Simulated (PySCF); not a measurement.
## Telling isomers of C8H11F apart by NMR

- σ from GIAO-PBE0/pcSseg-1
- geometry: GFN2-xTB
- program: PySCF 2.14
- no solvent, equivalent nuclei averaged, relativity neglected, single conformer

Scale: TMS for 1H (σref 31.72), 13C (σref 186.93) (reference shieldings calculated alike). Splittings of carbon signals by F and P are missing where no couplings were computed. Where no couplings were computed, multiplicities follow the n + 1 count of equivalent neighbours, and m marks all less simple cases (inequivalent or close neighbours, rings, F or P nearby). Shifts are as computed. Against solution values, carbons near 30 ppm lie about +3 ppm off and those near 130 ppm about +5 ppm. Of 1211 compounds with measured shifts, 218 miss one by over three times the rms of a fit or turn the order of signals round; such compounds aren't used in these exercises.

(1) Tabulate the signals of `C=CC(=C)C(=C)CCF`, `C=C=C[C@@H]1C[C@H](C)[C@H]1F` and their relative energies.

(2) What is the quickest way to tell C=CC(=C)C(=C)CCF from C=C=C[C@@H]1C[C@H](C)[C@H]1F?

Answers

(1) 
| SMILES | carbon types | δC | δH | E rel. (kcal/mol) |
| --- | --- | --- | --- | --- |
| C=CC(=C)C(=C)CCF | 2×C 1×CH 5×CH2 | 157.7, 149.8, 147.2, 124.7, 124.6, 123.1, 86.0, 47.6 | 6.76 (m, 1H), 5.75 (br s, 1H), 5.65 (m, 1H), 5.51 (m, 1H), 5.49 (m, 1H), 5.45 (m, 1H), 5.19 (br s, 1H), 4.58 (m, 2H), 2.86 (m, 2H) | 0.0 |
| C=C=C[C@@H]1C[C@H](C)[C@H]1F | 1×C 4×CH 2×CH2 1×CH3 | 220.3, 102.4, 98.9, 77.7, 43.7, 37.9, 29.2, 21.7 | 5.18 (m, 1H), 4.91 (m, 2H), 4.26 (m, 1H), 2.85 (m, 1H), 2.38 (m, 1H), 2.33 (m, 1H), 1.18 (d, 3H), 0.78 (m, 1H) | 7.0 |

Energies are electronic energies at PBE0/pcSseg-1 on these geometries, without zero-point or thermal terms, each for the one conformer computed, which needn't be the lowest.

(2) Both give the same number of carbon signals, but DEPT or the intensities differ. The first has a fully substituted alkene carbon (C) at 157.7 ppm, the second a central carbon of an allene (C) at 220.3 ppm. In the proton spectra the most deshielded non-exchanging signals are 6.76 (m, 1H) and 5.18 (m, 1H).
